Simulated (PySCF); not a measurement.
C5H6NO (doublet state).
Z-matrix (Å and degrees, GFN2-xTB geometry), rows numbered from 1:
```
C 
N   1  1.4221
C   2  1.3140  1  118.87
C   3  1.4528  2  132.35  1    -0.00
C   4  1.3492  3  106.17  2  -179.96
O   5  1.3556  4  111.58  3     0.01
C   6  1.3321  5  107.36  4    -0.02
H   1  1.0895  2  108.03  3  -179.84
H   1  1.0974  2  111.90  3   -59.76
H   1  1.0973  2  111.87  3    60.16
H   4  1.0705  3  126.95  2     0.07
H   5  1.0731  4  131.88  3   179.94
H   7  1.0707  3  130.30  2    -0.07
```

The hyperfine couplings belong to this conformer and change with its torsions.

As a line formula: `C[N]c1ccoc1` [radical].

Computed, not measured: UKS B3LYP, pcH-1 on C H N O, non-relativistic, mean-field spin-orbit, GIAO (PySCF 2.14.0). The structure is a single GFN2-xTB conformer in the gas phase; no vibrational or solvent corrections. GFN2-xTB frequencies show an imaginary mode (49i cm⁻¹), so this geometry is no minimum at that level. The geometry wasn't refined by DFT: couplings that depend on bond lengths, twists or pyramidal angles can differ widely from those at the functional's own minimum. The SCF solution wasn't tested for stability.

(1) What is the g tensor, term by term?

(2) What effective moment and Curie constant follow for a powder?

(3) At 93.577 GHz, how far is the centre of the isotropic spectrum from where a free electron (g = 2.002319) resonates?

(4) What are the electron Larmor frequencies g μB B/h along the three axes at 1200 mT?

(5) In a frozen sample, at which fields do the three g values resonate at 9.5, 34, 94 and 263 GHz (hyperfine left aside), and which band first spreads them over more than twice a line width of 0.3 mT?

Answers

(1) 
```csv
Δg (ppm),1,2,3
relativistic mass correction,-201,-201,-201
gauge correction,-10,47,37
orbital Zeeman/spin–orbit,-12,1462,3545
total,-223,1308,3381
```

So g = 2.00210, 2.00363, 2.00570 and g_iso = 2.00381; the tensor is rhombic: the two nearest values differ by 42 % of g3 − g1. Axes: g2 points within 4° of the C3–C4 bond.

(2) With the mean of g² = 4.0152 and S(S+1) = 0.75: μ_eff = √(⟨g²⟩S(S+1)) = 1.735 μB and χT = 0.12505·⟨g²⟩·S(S+1) = 0.377 cm³ K/mol (cgs; spin-Hamiltonian part alone).

(3) B = hν/(g μB) with μB/h = 13.99624 MHz/mT gives 3339.06 mT for the free electron and 3336.58 mT at g_iso, 2.48 mT lower.

(4) 33.6262, 33.6519, 33.6867 GHz for g1, g2 and g3, a range of 60.5 MHz.

(5) 
```
band    GHz  B(g3) mT  B(g2) mT  B(g1) mT  spread mT
   X    9.5    338.41    338.76    339.02       0.61
   Q   34.0   1211.16   1212.41   1213.34       2.18
   W   94.0   3348.50   3351.96   3354.53       6.03
   J  263.0   9368.67   9378.37   9385.54      16.86
```

The spread grows in proportion to the frequency. X band is the first where it exceeds 0.6 mT.

Largest spin populations (Mulliken): N2 (+0.60), C7 (+0.48), C3 (-0.16) and C4 (+0.07). The positive populations add up to 1.26 and the negative ones to -0.26, together 2S = 1.

The HOMO–LUMO gaps are 5.26 eV among the α and 4.10 eV among the β orbitals.
